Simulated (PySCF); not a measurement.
PySCF input for C2H9NOSi, SMILES CO[SiH](C)N, SMD-B3LYP/6-31G*. Geometry optimised at B3LYP-D3(BJ)/def2-SVP. One conformer was computed; it need not be the lowest.

```python
import numpy as np
from pyscf import gto, scf, dft
from pyscf.solvent import smd

mol = gto.M(
    atom='''
    Si    0.32825583    0.10838378   -0.43964325
    C     1.89335883   -0.89364271   -0.27988868
    N     0.55133637    1.69961435    0.19860736
    O    -0.83425427   -0.79678737    0.36337534
    C    -2.16047059   -0.37201322    0.54590183
    H    -0.10824759    0.31539381   -1.85300251
    H     1.73715411   -1.92346338   -0.63714017
    H     2.20756053   -0.95092026    0.77532621
    H     2.71227183   -0.43892557   -0.85855710
    H    -0.01558079    2.48016009   -0.11459913
    H     0.90120685    1.85216310    1.13943728
    H    -2.72627107   -0.35690083   -0.40636300
    H    -2.67228366   -1.06700782    1.23123020
    H    -2.21404149    0.64306216    0.98534038
    ''',
    basis='6-31G*',
    charge=0,
    spin=0,
    max_memory=1600,
    verbose=3,
)
mf = dft.RKS(mol, xc='b3lyp').density_fit(auxbasis='def2-universal-jkfit')
mf.grids.level = 3
mf.conv_tol = 1e-9
mf.max_cycle = 100
mf.kernel()
res = {}
for name in ['water', 'tetrahydrofuran', 'ethanol']:
    s = mf.SMD()
    s.with_solvent.solvent, s.with_solvent.sasa_ng = name, 194
    s.kernel(mf.make_rdm1())
    res[name] = (s.e_tot, s.with_solvent.get_cds(), s.dip_moment(), s.mo_energy, s.converged)
    print(f'SMD {name}: dG(solv) = {(s.e_tot - mf.e_tot) * 627.509474:.3f} kcal/mol, of which CDS {res[name][1] * 627.509474:.3f}')
```

Program output:

```
converged SCF energy = -501.161334670206
converged SCF energy = -501.164143485161
Dipole moment(X, Y, Z, Debye): -0.57966,  1.96233,  0.88327
SMD water: dG(solv) = -1.763 kcal/mol, of which CDS 4.931
converged SCF energy = -501.166361161114
Dipole moment(X, Y, Z, Debye): -0.54050,  1.74484,  0.89653
SMD tetrahydrofuran: dG(solv) = -3.154 kcal/mol, of which CDS 0.986
converged SCF energy = -501.168471037431
Dipole moment(X, Y, Z, Debye): -0.57053,  1.91321,  0.88499
SMD ethanol: dG(solv) = -4.478 kcal/mol, of which CDS 1.662
```

The calculation finished and met its thresholds.
